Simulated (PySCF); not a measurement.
Simulation results for CH10GeSi2

Calculation on a computer-drawn molecule: optimised geometry and harmonic frequencies of an isolated molecule of the commonest isotopes, restricted reference for singlets and unrestricted otherwise, frozen core in MP2; on germanium a core potential holds 10 electrons, which the energies leave out, and 3d is frozen in MP2 and coupled-cluster steps. Program: PySCF 2.14.0.

```json
{"formula": "CH10GeSi2", "start_structure": {"atoms_angstrom": [["C", -1.4365, -1.7359, 1.5886], ["Si", 0.2303, -2.6902, 1.7119], ["Si", 1.8304, -1.4611, 0.6548], ["Ge", 1.1926, 0.821, 0.4416], ["H", -1.3214, -0.7606, 2.03], ["H", -1.7435, -1.6558, 0.5635], ["H", -2.2293, -2.2371, 2.1337], ["H", 0.4961, -2.8602, 3.179], ["H", 0.0432, -4.0179, 1.1037], ["H", 3.186, -1.3884, 1.3619], ["H", 2.1987, -1.879, -0.7333], ["H", -0.0091, 1.0408, -0.346], ["H", 2.2539, 1.7877, -0.2003], ["H", 0.8484, 1.4496, 1.674]]}, "given": {"charge": 0, "multiplicity": 1, "method": "HF", "basis": "cc-pV(D+d)Z", "basis_and_core_potential_on_germanium": "cc-pVDZ-PP ECP10MDF", "drawn_bonds_atom": [1, 2, 3, 1, 1, 1, 2, 2, 3, 3, 4, 4, 4], "drawn_bonds_other_atom": [2, 3, 4, 5, 6, 7, 8, 9, 10, 11, 12, 13, 14], "drawn_bonds_order": [1, 1, 1, 1, 1, 1, 1, 1, 1, 1, 1, 1, 1]}, "results": {"total_energy [hartree]": null, "rotational_constants [GHz]": null}}
```

Question: Estimate the total energy of CH10GeSi2.
Answer: -914.9439 hartree

Question: Estimate the rotational constants of CH10GeSi2.
Answer: 4.434, 0.9858, 0.8728 GHz

Further results for CH10GeSi2:

| Property | Result |
| --- | --- |
| convergence status largest gradient component | 1.242e-05 hartree/bohr |

Optimised structure:
```xyz
14
CH10GeSi2
C     -1.6202    -2.1163     1.3609
Si     0.1610    -2.4667     1.8769
Si     1.7219    -1.3340     0.4995
Ge     1.4912     1.0621     0.6228
H     -1.8499    -1.0500     1.4337
H     -1.7975    -2.4321     0.3296
H     -2.3185    -2.6569     2.0053
H      0.3745    -2.0361     3.2828
H      0.4290    -3.9262     1.8047
H      3.1057    -1.6916     0.9047
H      1.5388    -1.7468    -0.9168
H      0.0840     1.4931     0.1854
H      2.5094     1.7613    -0.2863
H      1.7103     1.5530     2.0599
```

Modes:
| frequency (cm⁻¹) | reduced mass (dalton) |
| --- | --- |
| 40.32 | 2.379 |
| 78.37 | 1.929 |
| 88.86 | 1.479 |
| 164.1 | 1.685 |
| 180.8 | 1.445 |
| 334.7 | 6.05 |
| 359.5 | 1.116 |
| 432.1 | 1.421 |
| 449.9 | 2.378 |
| 508.3 | 1.165 |
| 536.6 | 1.185 |
| 655.4 | 1.101 |
| 700.6 | 1.251 |
| 714.6 | 2.123 |
| 784.6 | 1.167 |
| 796.1 | 1.227 |
| 899.2 | 1.055 |
| 952.5 | 1.248 |
| 960.3 | 1.245 |
| 967 | 1.02 |
| 967.7 | 1.019 |
| 1008 | 1.058 |
| 1028 | 1.056 |
| 1392 | 1.238 |
| 1555 | 1.051 |
| 1557 | 1.05 |
| 2200 | 1.023 |
| 2205 | 1.023 |
| 2217 | 1.012 |
| 2278 | 1.037 |
| 2282 | 1.04 |
| 2285 | 1.05 |
| 2293 | 1.034 |
| 3169 | 1.035 |
| 3254 | 1.102 |
| 3254 | 1.102 |
